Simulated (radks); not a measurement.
Results of a calculation; reference values are marked as such.
Task: Species: the indium ion In3+. Configuration: [Kr] 4d10 (the NIST ground configuration). Code: a radial shooting solver on a logarithmic mesh with Libxc functionals. Model: Dirac Kohn-Sham, PBE, spin-unpolarised, spherical densities, finite nucleus; Fermi nuclear charge, rms radius 4.6156 fm.

Spin-orbit splittings of the eigenvalues, e(l+1/2) - e(l-1/2), with zeta = 2 splitting/(2l+1) and mean radii in bohr:

| shell | occ. | splitting (eV) | zeta (eV) | <r> j=l-1/2 | <r> j=l+1/2 |
|---|---|---|---|---|---|
| 2p | 6 | ? | ? | 0.1085 | 0.1137 |
| 3p | 6 | 38.09 | 25.39 | 0.3394 | 0.3505 |
| 3d | 10 | 7.804 | 3.121 | 0.3223 | 0.3258 |
| 4p | 6 | 6.653 | 4.435 | 0.9003 | 0.9302 |
| 4d | 10 | 0.8873 | 0.3549 | 1.142 | 1.156 |

Estimate the 2p splitting.

Result: 210.9 eV (zeta = 140.6 eV).
